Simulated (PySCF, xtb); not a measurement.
Mo(S)2(OH)(SH) (H₂MoOS₃), SMILES [Mo]([SH])([OH])(=[S])=[S], multiplicity 1. The values are those of a single conformer.

Harmonic wavenumbers (cm⁻¹) from xtb with GFN2-xTB at its own minimum, in rising order: 107, 118, 136, 144, 148, 246, 317, 396, 499, 509, 533, 559, 614, 2335, 3575.

**Question.** What does PBE-D3(BJ)/def2-SVP in PySCF 2.14.0 give at its own minimum? (The exact figures need the calculation; the answer reports its results.)

**Answer.** 130, 139, 171, 175, 201, 292, 328, 390, 536, 546, 595, 624, 708, 2584, 3701. Paired by order, the mean absolute difference is 60 cm⁻¹ and the zero-point energies are 14.6 and 15.9 kcal/mol.
